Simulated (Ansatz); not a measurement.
```yaml
crystal:
  periodic: [false, false, false]
  atoms:
    - {symbol: N, position_ang: [-1.653975, 0.914240, -0.255556]}
    - {symbol: Hf, position_ang: [0.294963, 0.437315, 0.097373]}
    - {symbol: N, position_ang: [0.328974, -0.853139, 1.673440]}
    - {symbol: N, position_ang: [0.977287, -0.576552, -1.532647]}
    - {symbol: F, position_ang: [1.356442, 2.010727, 0.447671]}
    - {symbol: H, position_ang: [-2.452384, 0.463169, 0.166961]}
    - {symbol: H, position_ang: [-1.978045, 1.698624, -0.804575]}
    - {symbol: H, position_ang: [0.495425, -1.847111, 1.612060]}
    - {symbol: H, position_ang: [0.277789, -0.592904, 2.648806]}
    - {symbol: H, position_ang: [1.948495, -0.737522, -1.761843]}
    - {symbol: H, position_ang: [0.405018, -0.916839, -2.291700]}
basis:
  gaussian: {orbitals: def2-TZVPP}
total_charge: 1
magnetization: {spin_polarized: true, initial_magnetization: 1}
hamiltonian: {xc: {name: HF}, dispersion: d2}
scf: {lower_state_search: off}
output: {forces: true}
```

```sh
$ ansatz run in.yaml --threads 4 --pin off --events-out ev --progress --plain --max-ram 10444MiB
```

(1) How does Ansatz answer? (Best estimate.)

Results:

(1) The calculation gave: The program refused the input.
```
Error: YAML parse error: error: line 19 column 43: hamiltonian.dispersion: `d2` is not `none`, `rvv10`, `d3bj`, `d3bjatm`, `d4` or a map `{method: …, s8: …, a1: …, a2_bohr: …}` (numbers without units, a2 in bohr) or `{method: …, functional: …}`
17 | total_charge: 1
18 | magnetization: {spin_polarized: true, initial_magnetization: 1}
19 | hamiltonian: {xc: {name: HF}, dispersion: d2}
20 | scf: {lower_state_search: off}
21 | output: {forces: true}
```
